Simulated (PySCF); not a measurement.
GeH4, SMILES [GeH4].

Geometry optimised at ωB97X-D3(BJ)/def2-TZVPD. The isomer is the one that the SMILES or the coordinates give; other isomers of the formula were not compared.

Two levels are set side by side: PBE/def2-TZVPD (PySCF) and M06-2X/def2-TZVPD (PySCF). Same geometry, gas phase. Differences are taken from unrounded values.

```tsv
quantity	PBE
orbital gap (eV)	7.93
highest occupied level (eV)	-8.35
lowest empty level (eV)	-0.42
mean polarisability (bohr³)	36.4
```

Task: These are the PBE values. What does M06-2X give? (Estimate from the structure and the level; the computed values follow.)

Result: 
```tsv
quantity	M06-2X	PBE minus M06-2X
orbital gap (eV)	11.50	-3.58
highest occupied level (eV)	-10.82	2.47
lowest empty level (eV)	0.68	-1.11
mean polarisability (bohr³)	34.9	1.5
```

Without exact exchange PBE keeps part of each electron's self-repulsion, which lifts occupied levels and narrows the gap. Loosely held outer electrons make PBE densities more polarisable. Differences between two approximate levels are no errors against the true value.

Rough cost on one machine, each run with all the roots and properties that it gave: M06-2X against PBE about 2 times.
